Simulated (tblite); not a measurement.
Compound: C₄H₇NO₃S.
SMILES with atom numbers: `[CH2:1]=[C:2]([C:3]([NH2:4])=[O:5])[S:6]([CH3:7])(=[O:8])=[O:9]` (hydrogens: H10, H11 on C1; H12, H13 on N4; H14, H15, H16 on C7)

Computed with GFN2-xTB (tblite), gas phase: Langevin dynamics at 400 K from the optimised GFN2-xTB geometry, time step 0.5 fs, friction 0.01 fs⁻¹, 2000 steps.

Start geometry:
```
atom  x, y, z in Å
C1     -0.610    1.930   -0.498
C2     -0.529    0.719    0.025
C3     -1.475   -0.388   -0.318
N4     -1.529   -1.372    0.599
O5     -2.105   -0.389   -1.354
S6      0.817    0.387    1.182
C7      1.887   -0.761    0.272
O8      0.290   -0.311    2.334
O9      1.539    1.602    1.422
H10    -1.385    2.181   -1.205
H11     0.099    2.690   -0.214
H12    -1.060   -1.265    1.491
H13    -2.210   -2.103    0.470
H14     2.696   -1.054    0.929
H15     1.296   -1.621   -0.016
H16     2.269   -0.237   -0.594
```

The statistics below take the 31 frames saved every 25 fs from 250 to 1000 fs; their kinetic temperature (all 3N coordinates) averages 430 K.

Task: How do the bond lengths spread?

Result: 
```
  bond  start (Å)  mean (Å)  standard deviation (Å)  shortest (Å)  longest (Å)
 C1=C2      1.321     1.325                   0.035         1.251        1.415
 C2–C3      1.496     1.496                   0.041         1.422        1.584
 C3–N4      1.346     1.356                   0.031         1.308        1.429
 C3=O5      1.212     1.216                   0.028         1.173        1.273
 C2–S6      1.806     1.821                   0.045         1.726        1.912
 S6–C7      1.814     1.822                   0.057         1.710        1.922
 S6=O8      1.447     1.452                   0.026         1.403        1.529
 S6=O9      1.434     1.447                   0.024         1.399        1.482
C1–H10      1.079     1.082                   0.023         1.029        1.124
C1–H11      1.077     1.083                   0.036         1.000        1.153
N4–H12      1.014     1.017                   0.025         0.969        1.061
N4–H13      1.007     1.013                   0.031         0.967        1.096
C7–H14      1.083     1.087                   0.035         1.024        1.157
C7–H15      1.082     1.088                   0.035         1.018        1.160
C7–H16      1.082     1.090                   0.026         1.052        1.174
```

Task: Give the same statistics for bond angles, one of each kind among heavy atoms.

Result: 
```tsv
angle	start (°)	mean (°)	standard deviation (°)	smallest (°)	largest (°)
C1–C2–C3	123.3	122.7	3.8	115.6	129.8
C1–C2–S6	117.9	117.6	4.7	107.3	129.1
C3–C2–S6	118.8	119.2	4.1	111.2	129.3
C2–C3–N4	114.2	114.4	3.9	107.3	123.4
C2–C3–O5	121.7	122.3	3.1	117.3	128.5
N4–C3–O5	124.1	123.0	3.3	115.8	129.9
C2–S6–C7	103.6	104.0	3.7	96.7	111.0
C2–S6–O8	109.1	109.3	3.7	101.0	118.1
C7–S6–O8	108.0	108.8	5.5	99.6	120.1
C7–S6–O9	108.9	108.1	4.2	96.1	115.3
O8–S6–O9	117.3	116.5	3.2	109.5	123.5
```

Task: How far does each atom move about its mean position (frames aligned on the start, all atoms weighted alike), and what rms force does it feel?

Result: 
```
atom  rms displacement (Å)  rms force (eV/Å)
  C1                  0.14              2.59
  C2                  0.10              2.72
  C3                  0.14              2.72
  N4                  0.22              2.06
  O5                  0.35              1.97
  S6                  0.11              2.65
  C7                  0.14              2.05
  O8                  0.20              1.30
  O9                  0.20              1.48
 H10                  0.20              0.83
 H11                  0.22              1.24
 H12                  0.31              1.06
 H13                  0.27              1.27
 H14                  0.92              1.26
 H15                  0.97              1.26
 H16                  0.86              0.91
```

The displacements run from 0.10 to 0.97 Å, the largest at H15.

Task: Follow the torsions C1–C2–C3–N4 and C1–C2–S6–C7 through every second one of these frames.

Result: 
```csv
t (fs),C1–C2–C3–N4 (°),C1–C2–S6–C7 (°)
250,-164,-109
300,-162,-99
350,-165,-107
400,-147,-102
450,-151,-97
500,-133,-102
550,-129,-112
600,-141,-115
650,-156,-111
700,-158,-120
750,180,-104
800,-166,-110
850,-166,-113
900,178,-93
950,178,-90
1000,169,-80
```

Largest departure from the start value over all these frames: C1–C2–C3–N4 32° (start -159°), C1–C2–S6–C7 31° (start -111°).

Task: How widely does the potential energy scatter, against a harmonic estimate?

Result: Mean 0.68 eV above the start, standard deviation 0.133 eV, range 0.36 to 0.95 eV. For 42 classical harmonic modes at 400 K the canonical values are 42kT/2 = 0.72 eV and kT·√(42/2) = 0.158 eV.

The run is classical and short, so these are rough statistics of one trajectory.

What follows is the cost of the whole dynamics run. The run took 12 s wall on one thread of an AMD EPYC 9R45, no GPU, shared host with 96 logical CPUs at a one-minute load of 61, and the process peaked at 0.18 GiB of memory.
